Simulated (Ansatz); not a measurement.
`FC[TeH]` + `[OH][GeH2][GeH3]` → `[OH][GeH2][TeH]` + `F[CH2][GeH3]`  (redistribution)

Isolated molecules relaxed with PBE0-D4/def2-TZVP in Ansatz; ΔE leaves out vibrations. CCSD(T)/CBS adds triple-zeta CCSD(T) − MP2 to the extrapolated MP2 energy (def2 sets, frozen cores). Functionals use def2-TZVPP. Elements past krypton have def2 core potentials. For Ge, Te outer-core shells are correlated without core-valence functions, which leaves a few kJ/mol of doubt a bond. Scalar relativity is left out up to krypton. One conformer a species, not always the lowest.

```json
{"level": "r2SCAN0-D4", "ΔE (eV)": "-0.58"}
{"level": "PBE", "ΔE (eV)": "-0.48"}
{"level": "BLYP", "ΔE (eV)": "-0.48"}
{"level": "CAM-B3LYP", "ΔE (eV)": "-0.55"}
{"level": "HF/def2-SVP", "ΔE (eV)": "-0.78"}
{"level": "CCSD/def2-SVP", "ΔE (eV)": "-0.68"}
{"level": "HF/def2-TZVPP", "ΔE (eV)": "-0.68"}
{"level": "MP2/CBS(def2)", "ΔE (eV)": "-0.61"}
```

(1) What does CCSD(T)/CBS give? (Estimate.)

Largest T1 diagnostic among the species: 0.012.

Answers

(1) Computed: -0.55 eV. The listed levels differ from it by -0.03, 0.07, 0.07, 0.00, -0.23, -0.13, -0.13, -0.06 eV.

At CCSD(T), def2-SVP lies −0.12 eV from the extrapolated value and def2-TZVPP +0.00 eV. From r2SCAN to r2SCAN0 (25 % exact exchange), in def2-TZVPP and without D4, ΔE moves by −0.04 eV. Leaving LDA and LC-ωPBE aside and taking each functional with its dispersion term where it has one, the values, not all of them listed here, spread over 0.12 eV, from BHLYP-D4 to revPBE-D4.
